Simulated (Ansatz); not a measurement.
Question: Name a neutral molecule of Al, B, C and H with HOMO energy (ωB97M-V/def2-TZVPP) between -10.15 and -9.85 eV and HOMO–LUMO gap (PBE0/def2-TZVPP) between 5.20 and 5.50 eV (Ansatz, PBE0-D4/def2-TZVP geometry).

Answer: `B[C](=C)[AlH2]` (-9.90 eV, 5.36 eV). Other molecules can fit too; these were computed, each in one conformer that needn't be the lowest.
